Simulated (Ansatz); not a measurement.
`C=NBF` + H₂O → `OBF` + `C=N` at 500 K and 1 bar (formal hydrolysis of a B–N bond).

Computed with Ansatz on PBE0-D4/def2-TZVP structures; ΔE is electronic, products minus reactants. CCSD(T)/CBS is the MP2 limit (def2-TZVPP, def2-QZVPP) plus CCSD(T) − MP2 in def2-TZVPP, frozen cores. This one scheme is used for every species. Each species was taken in one conformer, which may not be the lowest.

```json
{"species": "`C=NBF`", "CCSD(T)/CBS energy (Eh)": "-219.19469", "H − E (kJ/mol)": "151.8", "S (J/(mol·K))": "332.2"}
{"species": "H₂O", "CCSD(T)/CBS energy (Eh)": "-76.37941", "H − E (kJ/mol)": "73.2", "S (J/(mol·K))": "206.3"}
{"species": "`OBF`", "CCSD(T)/CBS energy (Eh)": "-201.07426", "H − E (kJ/mol)": "102.6", "S (J/(mol·K))": "282.2"}
{"species": "`C=N`", "CCSD(T)/CBS energy (Eh)": "-94.52360", "H − E (kJ/mol)": "124.2", "S (J/(mol·K))": "249.5"}
```

H − E and S are ideal-gas, rigid-rotor, harmonic terms from PBE0-D4/def2-TZVP, for one conformer and one mirror image of each species. 1 Eh = 2625.50 kJ/mol, R = 8.31446 J/(mol·K).

**Question.** By hand: ΔE, ΔH, ΔS and ΔG.

**Answer.** ΔE = (-201.07426) + (-94.52360) − (-219.19469) − (-76.37941) = -0.02376 Eh = -62.4 kJ/mol. Δ(H − E) = 102.6 + 124.2 − 151.8 − 73.2 = 1.8, so ΔH = -60.6 kJ/mol. ΔS = 282.2 + 249.5 − 332.2 − 206.3 = -6.8 J/(mol·K). ΔG = -60.6 − 500 × (-6.8)/1000 = -57.2 kJ/mol.

**Question.** By hand: the equilibrium constant, and the temperature at which ΔG would vanish if ΔH and ΔS stayed fixed.

**Answer.** log₁₀ K = −ΔG/(RT ln 10) = 6.0. ΔG = 0 at ΔH/ΔS = 8912 K, far beyond where these terms or the molecules hold.

The number of gas molecules stays the same, so ΔS is small and ΔH decides. A doubt of 5 kJ/mol in ΔE shifts log₁₀ K by 0.5 here. Other conformers and mirror images would add mixing entropy, several J/(mol·K) or more a flexible species. These are equilibria of isolated gas molecules and say nothing of rates. Largest T1 diagnostic: 0.014 (customary marks: 0.02 for closed shells, 0.045 for open ones).
